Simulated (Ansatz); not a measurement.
`[SiH3]N([SiH3])[Si]Cl`, 11 atoms. Charge 0, multiplicity 1. All runs use 4 threads of a server CPU on a shared host. Correlated methods freeze the cores.

Question: How many basis functions does each run have, and how long does it take in Ansatz? RKS PBE0-D4/def2-SVP energy; RKS B97M-V/def2-TZVPP energy; RKS r2SCAN-D4/def2-TZVPP energy and forces; RHF-CCSD(T)/def2-SVP energy; RKS ωB97M-V/def2-QZVPP energy; RHF-CCSD(T)/def2-TZVPP energy; RKS PBE0-D4/def2-TZVP frequencies; RKS ωB97M-V/def2-SVP energy; RKS BLYP-D4/def2-TZVPP energy; RKS PBE0-D4/def2-QZVPP energy; RHF-MP2/def2-QZVPP energy; RKS HSE06-D4/def2-TZVPP energy. (An estimate is asked.)

Answer: The calculation gave: Other jobs shared the machine, so times are rough.

```tsv
level	job	functions	wall time	peak host memory (GiB)
RKS PBE0-D4/def2-SVP	energy	116	2.1 s	0.27
RKS BLYP-D4/def2-TZVPP	energy	283	3.8 s	0.48
RKS ωB97M-V/def2-SVP	energy	116	7 s	0.42
RKS HSE06-D4/def2-TZVPP	energy	283	7.1 s	1
RKS r2SCAN-D4/def2-TZVPP	energy and forces	283	7.5 s	0.51
RHF-CCSD(T)/def2-SVP	energy	116	8.1 s	0.51
RKS B97M-V/def2-TZVPP	energy	283	12 s	0.58
RKS PBE0-D4/def2-QZVPP	energy	517	18 s	2.7
RKS ωB97M-V/def2-QZVPP	energy	517	37 s	2.8
RHF-MP2/def2-QZVPP	energy	517	45 s	3.6
RHF-CCSD(T)/def2-TZVPP	energy	283	2.1 min	7.8
RKS PBE0-D4/def2-TZVP	frequencies	215	4.5 min	0.75
```

HSE06 is defined as in plane-wave codes.
